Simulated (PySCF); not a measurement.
# Antimony: a sound run and one with changed settings

Sound run: Sb [Kr] 4d10 5s2 5p3, Sb⁺ [Kr] 4d10 5s2 5p2. All numbers are calculated (PySCF 2.14, scalar relativity through the core potential, in def2-SVP with the def2 core potential (28 electrons)). In the sound run the correlated levels freeze 4s2 4p6 4d10 outside the core potential. The sound run starts from symmetry-adapted Hartree-Fock orbitals and uses a fine grid where one is needed.

Changed run: a valence shell is frozen. This setting is unsound on purpose.

```json
{"species": "Sb", "method": "MP2", "sound run (hartree)": "-239.31924", "changed run (hartree)": "-239.28367", "converged": "yes"}
{"species": "Sb", "method": "CCSD(T)", "sound run (hartree)": "-239.33268", "changed run (hartree)": "-239.28748", "converged": "yes"}
{"species": "Sb⁺", "method": "MP2", "sound run (hartree)": "-238.99295", "changed run (hartree)": "-238.96101", "converged": "yes"}
{"species": "Sb⁺", "method": "CCSD(T)", "sound run (hartree)": "-239.00768", "changed run (hartree)": "-238.96262", "converged": "yes"}
```

Ionisation energy of Sb:

```csv
method,sound run (eV),changed run (eV)
UHF,8.595,8.595
MP2,8.879,8.780
SCS-MP2,8.780,8.657
CCSD,8.841,8.840
CCSD(T),8.844,8.840
```

Freezing a valence shell removes pair correlation that changes on ionisation.

For comparison, NIST gives 8.608 eV between the lowest levels.
